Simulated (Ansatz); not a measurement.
# Worked example: C3H5F3 + C3H2F4 → C3H6F2 + C3HF5

Species: C3H5F3 (1,2,2-trifluoropropane) `CC(F)(F)CF`, singlet; C3H2F4 `F/C=C(\F)C(F)F`, singlet; C3H6F2 `CC(F)CF`, singlet; C3HF5 `F/C=C(\F)C(F)(F)F`, singlet. The partners trade F for H; both sit on C, so the bond types are kept.

Shapes, held fixed at every level: PBE0-D4/def2-TZVP. Flexible molecules stand in one conformer, not always the lowest. Programs: Ansatz 0.2.0. The zero-point and thermal change to 298 K, harmonic and unscaled (PBE0-D4/def2-TZVP), is -0.6 kJ/mol.

At CCSD(T)/CBS estimate; 1 Eh = 2625.50 kJ/mol:

```
species  energy (Eh)
 C3H5F3  -416.543935
 C3H2F4  -514.471281
 C3H6F2  -317.346508
  C3HF5  -613.669338
```

Problem. Work out ΔH(298 K) of the reaction at this level.

Solution. 
1. Products less reactants: (-317.346508) + (-613.669338) − [(-416.543935) + (-514.471281)] = -0.000630 Eh = -1.7 kJ/mol.
2. With the thermal change: -1.7 + (-0.6) = -2.3 kJ/mol.

Other levels give -5.8 (r2SCAN0-D4/def2-TZVPP) to -1.5 kJ/mol (B3LYP-D4/def2-TZVPP). No measured value is set beside it here. The CBS estimate extrapolates MP2 from def2-TZVPP and def2-QZVPP and adds CCSD(T) − MP2 in the triple-zeta set, cores frozen. That is about zero within the method's error.
